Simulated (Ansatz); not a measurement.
This geometry of BH5SSe (8 atoms, charge 0, multiplicity 1) is a first-order saddle point.

All numbers below come from UKS PBE/def2-SVP in Ansatz 0.2.0.

```xyz
8
Properties=species:S:1:pos:R:3
B -0.651 -0.471 -0.172
S 0.959 -0.193 -1.292
H -0.680 -1.619 0.226
H -1.655 -0.007 -0.677
H 1.007 0.751 0.190
Se -0.132 0.836 1.481
H 0.509 0.875 -2.009
H 0.643 -0.171 2.252
```

Task: Which two structures does it join? (They come from a converged band through this point; their orientation in space is the band's.)

Result: Bonds broken: H5–Se6. Bonds formed: S2–H5.

Initial state:

```xyz
8
Properties=species:S:1:pos:R:3
B -0.651 -0.550 -0.386
S 0.826 -0.708 -1.486
H -0.962 -1.604 0.145
H -1.552 0.208 -0.706
H 0.548 1.745 1.083
Se -0.125 0.531 1.619
H 0.722 0.489 -2.129
H 1.195 -0.111 1.860
```

Final state:

```xyz
8
Properties=species:S:1:pos:R:3
B -0.730 -0.455 0.032
S 0.704 -0.033 -1.414
H -0.435 -1.613 0.276
H -1.729 -0.291 -0.652
H 1.842 0.028 -0.660
Se -0.677 0.854 1.556
H 0.620 1.331 -1.461
H 0.405 0.179 2.324
```

Task: How far does it lie above each of them?

Result: 0.32 eV above the first and 0.31 eV above the second. This is the barrier of this one path; another mechanism may lie lower. The orbitals were unrestricted but ended closed-shell.

Time of the run: 89 s on 2 threads of Intel(R) Xeon(R) 6975P-C (Granite Rapids), with other jobs on the host, peak memory 0.18 GiB.
